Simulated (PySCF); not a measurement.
# Computed spin Hamiltonian

CH4NOSi (doublet state).
Numbering: `[NH2:1][C:2](=[O:3])[SiH2:4]` (hydrogens: H5, H6 on N1; H7, H8 on Si4)

Structure used (GFN2-xTB), in Å, numbered top down from 1:
```xyz
8
CH4NOSi angstrom
N      1.2838   -0.4455   -0.1839
C      0.3651    0.5370    0.0336
O      0.7053    1.6906    0.2575
Si    -1.4459    0.0878   -0.0995
H      2.2628   -0.2211   -0.1035
H      1.0168   -1.4055   -0.3003
H     -1.7903   -1.3212    0.0244
H     -2.3887    1.0873    0.3472
```

The hyperfine couplings belong to this conformer and change with its torsions.

The calculation used UKS B3LYP, pcH-1 on C H N O Si, non-relativistic, mean-field spin-orbit, GIAO in PySCF 2.14.0. One conformer (not necessarily the lowest) at the GFN2-xTB geometry, without solvent, vibrations or thermal averaging. Couplings are sensitive to structure, and on GFN2-xTB geometries they can be far from those on DFT ones, by a factor of two or more for some ions and for spin on atoms past the first row. Stability of the SCF solution: not tested.

- g1, g2, g3: 2.00220, 2.00315, 2.00530
- g_iso: 2.00355
- Form of g: rhombic: the two nearest values differ by 31 % of g3 − g1
- ⟨S²⟩: 0.7541 (exact 0.7500)
- HOMO–LUMO gap, α and β orbitals: 5.63, 4.03 eV
- Total energy: -459.95892 Eh

Hyperfine couplings atom by atom, in mT; T1 to T3 are the principal values of the dipolar part; ρ(0) is the spin density at the nucleus (MHz turned into mT with g_iso):

```json
{"atom": "N1", "isotope": "14N", "a_iso": "-0.02", "of which spin–orbit": "0.00", "T1": "-0.06", "T2": "-0.05", "T3": "0.11", "Mulliken spin population": "0.02", "ρ(0) (bohr⁻³)": "-0.0020"}
{"atom": "C2", "isotope": "13C", "a_iso": "-0.37", "of which spin–orbit": "0.00", "T1": "-0.17", "T2": "0.03", "T3": "0.15", "Mulliken spin population": "-0.03", "ρ(0) (bohr⁻³)": "-0.0093"}
{"atom": "O3", "isotope": "17O", "a_iso": "-0.19", "of which spin–orbit": "0.00", "T1": "-0.92", "T2": "0.39", "T3": "0.53", "Mulliken spin population": "0.07", "ρ(0) (bohr⁻³)": "0.0088"}
{"atom": "Si4", "isotope": "29Si", "a_iso": "-8.71", "of which spin–orbit": "0.04", "T1": "-6.68", "T2": "3.33", "T3": "3.35", "Mulliken spin population": "1.01", "ρ(0) (bohr⁻³)": "0.2763"}
{"atom": "H5", "isotope": "1H", "a_iso": "-0.14", "of which spin–orbit": "0.00", "T1": "-0.09", "T2": "-0.05", "T3": "0.14", "Mulliken spin population": "0.00", "ρ(0) (bohr⁻³)": "-0.0009"}
{"atom": "H6", "isotope": "1H", "a_iso": "-0.07", "of which spin–orbit": "0.00", "T1": "-0.08", "T2": "-0.02", "T3": "0.10", "Mulliken spin population": "0.00", "ρ(0) (bohr⁻³)": "-0.0004"}
{"atom": "H7", "isotope": "1H", "a_iso": "-0.76", "of which spin–orbit": "0.00", "T1": "-0.42", "T2": "0.11", "T3": "0.32", "Mulliken spin population": "-0.03", "ρ(0) (bohr⁻³)": "-0.0048"}
{"atom": "H8", "isotope": "1H", "a_iso": "-0.76", "of which spin–orbit": "0.00", "T1": "-0.42", "T2": "0.12", "T3": "0.30", "Mulliken spin population": "-0.03", "ρ(0) (bohr⁻³)": "-0.0048"}
```

The Mulliken spin populations are largest on Si4 (+1.01) and O3 (+0.07). No atom but Si4 exceeds +0.15. The angles at Si4 add up to 352.7°, so it is slightly pyramidal.

Axes: g3 points within 5° of the C2–Si4 bond.

Under fast tumbling the dipolar parts average out, and these isotropic splittings remain: 2 × 1H (H7/H8, I = 1/2, 3 lines) with 0.76 mT, 1 × 1H (H5, I = 1/2, 2 lines) with 0.14 mT and 1 × 1H (H6, I = 1/2, 2 lines) with 0.07 mT.

H5 and H6 aren't averaged: N1 is flat or nearly so (angle sum 359°), and its turn about the short N1–C2 bond (1.36 Å) is taken as slow.

The 13C coupling of C2 (-10.5 MHz) shows only in satellite lines or after enrichment, since that isotope makes up about 1.07 % of natural carbon.

The 29Si coupling of Si4 (-244.3 MHz) shows only in satellite lines or after enrichment, since that isotope makes up about 4.7 % of natural silicon.

Examples of negative spin density at the nucleus (bohr⁻³): C2 (-0.0093), H7/H8 (-0.0048) and N1 (-0.0020).

On one thread, Arm Neoverse V2 (aarch64), no GPU (shared host), this took 12 s wall (with the writing of density and orbital grids) and 0.63 GiB of memory at its peak.
